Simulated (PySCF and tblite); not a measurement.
Results of a calculation; reference values are marked as such.
System: C6H9N3Si, numbered as in [CH3:1][C@H:2]([SiH2:3][C:4]#[N:5])[c:6]1[cH:7][n:8][nH:9][cH:10]1.

Motion: rotation about the C6–C2 bond (torsion C7–C6–C2–C1 from -133° to 58°, rising). GFN2-xTB gives an electronic barrier of 2.3 kcal/mol and a reaction energy of 0.8 kcal/mol.

Question: What does PBE0/pcSseg-1 + D3(BJ), IEF-PCM dichloromethane give on GFN2-xTB geometries?

Answer: A barrier of 2.6 kcal/mol, 0.2 above the tight-binding barrier (from unrounded values), a reaction energy of 0.7 kcal/mol and, with GFN2-xTB thermal terms, ΔG‡(298 K) = 3.4 kcal/mol and k = 2.2×10¹⁰ s⁻¹ (1 equivalent path).

Programs: tblite and PySCF.
